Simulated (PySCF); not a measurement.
Simulation results for H7Si3, BH5OSi2, BH5Si2

All values are calculated (PySCF 2.14.0). Calculation on a computer-drawn molecule: optimised geometry and harmonic frequencies of an isolated molecule of the commonest isotopes, restricted reference for singlets and unrestricted otherwise, frozen core in MP2.

Common to all runs: charge 0; method HF; basis cc-pV(D+d)Z.

(1) H7Si3

Start structure:
```xyz
10
H7Si3
Si     1.9636    -1.3232    -0.5076
Si     2.5349     0.7903    -0.0459
Si     1.2623     2.5038     0.9608
H      3.0919    -2.1396    -0.6630
H      1.1334    -1.4976    -1.7509
H      1.1766    -1.8327     0.5848
H      3.4061     1.4731    -1.0907
H      0.4662     1.8671     2.0468
H      0.2349     3.1026     0.1062
H      2.0255     3.5669     1.4919
```

Settings of this run: multiplicity 2.

It finds rotational constants 11.06, 1.861, 1.664 GHz; total energy -870.8426 hartree; spin squared 0.7604; convergence status largest gradient component 1.245e-05 hartree/bohr.

Drawn bonds:
```tsv
atom	other atom	order
1	2	1
2	3	1
1	4	1
1	5	1
1	6	1
2	7	1
3	8	1
3	9	1
3	10	1
```

Optimised structure:
```xyz
10
H7Si3
Si     1.9141    -1.2733    -0.4896
Si     2.7484     0.8616     0.0695
Si     1.2117     2.4237     0.9442
H      3.0390    -2.1736    -0.8352
H      0.9813    -1.2167    -1.6418
H      1.1890    -1.8297     0.6772
H      3.5662     1.4420    -1.0273
H      0.5014     1.8115     2.0920
H      0.2075     2.8361    -0.0667
H      1.9368     3.6291     1.4101
```

Modes:
```tsv
frequency (cm⁻¹)	reduced mass (dalton)
76.14	1.017
84.47	1.189
102.9	4.314
357.9	1.151
386.7	4.363
474.8	1.105
487.2	4.061
530.5	1.195
607.5	1.232
633.1	1.243
784.5	1.132
962.7	1.106
995.4	1.099
1018	1.038
1023	1.037
1026	1.035
1028	1.035
2279	1.04
2294	1.041
2298	1.047
2304	1.035
2307	1.043
2309	1.049
2311	1.026
```

(2) BH5OSi2

Start structure:
```xyz
9
BH5OSi2
Si    -2.8992     0.5741     1.5193
B     -1.2441     1.1625     2.3366
O     -0.1452     0.9712     1.8024
Si     0.8971     0.2086     0.7311
H     -3.5082    -0.6797     1.9715
H     -1.2814     1.9359     3.2325
H      1.7335    -0.6777     1.5492
H      0.1560    -0.4827    -0.2678
H      1.5664     1.3329     0.1149
```

Settings of this run: multiplicity 1.

It finds rotational constants 10.58, 2.08, 1.802 GHz; total energy -680.3332 hartree; convergence status largest gradient component 1.078e-05 hartree/bohr.

Drawn bonds:
```tsv
atom	other atom	order
1	2	1
2	3	1
3	4	1
1	5	1
2	6	1
4	7	1
4	8	1
4	9	1
```

Optimised structure:
```xyz
9
BH5OSi2
Si    -2.9336     0.5973     1.2253
B     -1.2875     1.2319     2.2939
O      0.0244     1.0518     1.9923
Si     0.8397     0.2453     0.7972
H     -3.0469    -0.6803     2.0400
H     -1.5250     1.8723     3.2968
H      1.7002    -0.7819     1.4096
H     -0.1515    -0.3983    -0.1000
H      1.6550     1.2071     0.0346
```

Modes:
```tsv
frequency (cm⁻¹)	reduced mass (dalton)
74.35	4.947
92.63	1.097
182.4	1.938
286.1	1.932
318.4	2.458
481.5	1.597
544.1	1.865
770.4	2.698
780.2	1.175
787.4	1.511
909	1.506
1029	1.057
1039	1.049
1057	1.129
1179	1.385
1353	8.532
2127	1.041
2290	1.042
2350	1.052
2356	1.026
2597	1.086
```

(3) BH5Si2

Start structure:
```xyz
8
BH5Si2
Si     1.6487    -1.0831     2.0476
B      0.1603    -0.5055     2.9309
Si    -1.4841    -0.0139     1.9800
H      2.7730    -1.5771     1.2286
H      0.2017    -0.4061     4.1482
H     -1.3182    -0.1641     0.5031
H     -1.9160     1.4166     2.1211
H     -2.6836    -0.7684     2.2775
```

It was run with multiplicity 1.

It finds rotational constants 24.94, 2.494, 2.378 GHz; total energy -605.3693 hartree; convergence status largest gradient component 1.66e-05 hartree/bohr.

Drawn bonds:
```tsv
atom	other atom	order
1	2	1
2	3	1
1	4	1
2	5	1
3	6	1
3	7	1
3	8	1
```

Optimised structure:
```xyz
8
BH5Si2
Si     2.0920    -0.5552     1.9252
B      0.3184    -0.4107     2.8300
Si    -1.4325     0.0275     1.8654
H      1.8410    -2.0374     1.6901
H      0.2327    -0.5639     4.0222
H     -1.2887     0.1051     0.3891
H     -1.9321     1.3429     2.3429
H     -2.4490    -1.0100     2.1721
```

Modes:
```tsv
frequency (cm⁻¹)	reduced mass (dalton)
82.52	1.189
105.2	4.638
313.4	1.129
390.2	1.087
472.9	2.219
551.4	1.21
602	1.37
723.8	2.569
825.3	1.46
927.4	1.698
987.9	1.108
1020	1.046
1037	1.036
2118	1.04
2284	1.05
2289	1.045
2296	1.024
2672	1.09
```
